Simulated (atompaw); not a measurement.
**Which change was made? (In, PAW (atompaw))**

atompaw 4.2.0.5 input, output lines left out:

```
In 49
GGA-PBE scalarrelativistic loggrid 1500 logderivrange -4 5 226
5 5 4 0 0 0
5 1 0
0 0 0
c
c
c
c
v
c
c
c
v
c
v
2
2.60 2.45 1.80 2.05
y
-0.3
n
y
4.55
n
y
1.25
n
custom rrkj gramschmidtortho sinc
bessel
2.50
2.60
2.60
2.60
2.60
1.05
```

Cutoffs, loose and tight: the cutoffs (Ry, on a coarse ladder) from which the occupation-weighted sum of valence levels, in a spherical-Bessel basis at the reference potential, stays within 10 and 1 mRy of its value at 400 Ry. They see the waves, projectors and local potential, not the compensation charge or the core.

The base gives: outcome: generated; cutoff, loose: 15 Ry; cutoff, tight: 25 Ry; bound ghosts: none.

**Question.** After one change the result is: outcome: generated; cutoff, loose: 35 Ry; cutoff, tight: 40 Ry; bound ghosts: s. Which change was it?
A. waves 5s (bound); 5s channel at -0.3 Ry; 5p (bound); 5p channel at 4.55 Ry; 4d (bound); 4d channel at 1.25 Ry; augmentation sinc compensation charge, radius 2.45 bohr; PAW radius 2.60 bohr; waves and projectors: bloechl
B. wave 4d (bound): rc 2.60 bohr becomes 4d (bound): rc 2.14 bohr
C. wave 4d (bound): rc 2.60 bohr becomes 4d (bound): rc 1.50 bohr

**Answer.** A. The others give: wave 4d (bound): rc 2.60 bohr becomes 4d (bound): rc 1.50 bohr → outcome: generated; cutoff, loose: 50 Ry; cutoff, tight: 100 Ry; bound ghosts: none | wave 4d (bound): rc 2.60 bohr becomes 4d (bound): rc 2.14 bohr → outcome: generated; cutoff, loose: 25 Ry; cutoff, tight: 40 Ry; bound ghosts: none.
